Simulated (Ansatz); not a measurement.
Isolated molecules relaxed with PBE0-D4/def2-TZVP in Ansatz; ΔE leaves out vibrations. CBS: MP2 limit from def2 TZ/QZ plus the TZ coupled-cluster correction, frozen cores. This one scheme is used for every species. Functionals use def2-TZVPP. HSE06 is defined as in plane-wave codes. def2 core potentials past Kr. For Sn outer-core shells are correlated without core-valence functions, which leaves a few kJ/mol of doubt a bond.

`B[SiH](Cl)[SnH3]` + `CF` → `F[CH2][SnH3]` + `B[SiH2]Cl`  (formal exchange of groups at the Sn–Si bond)

```tsv
level	ΔE (eV)
B2PLYP	0.69
HSE06	0.88
BHLYP	0.48
CCSD/def2-SVP	0.65
```

What does CCSD(T)/CBS give? (Estimate.)

Computed: +0.77 eV. The listed levels differ from it by -0.08, 0.11, -0.29, -0.12 eV.

Largest T1 diagnostic among the species: 0.013.

From r2SCAN to r2SCAN0 (25 % exact exchange), in def2-TZVPP and without D4, ΔE moves by −0.06 eV. Leaving LDA and LC-ωPBE aside and taking each functional with its dispersion term where it has one, the values, not all of them listed here, spread over 0.45 eV, from BHLYP-D4 to PBE-D4. LDA lies +0.22 eV from PBE without D4. In def2-TZVPP, CCSD(T) changes the Hartree–Fock value by +0.68 eV (the triples alone add +0.12 eV) and MP2 by +0.80 eV.
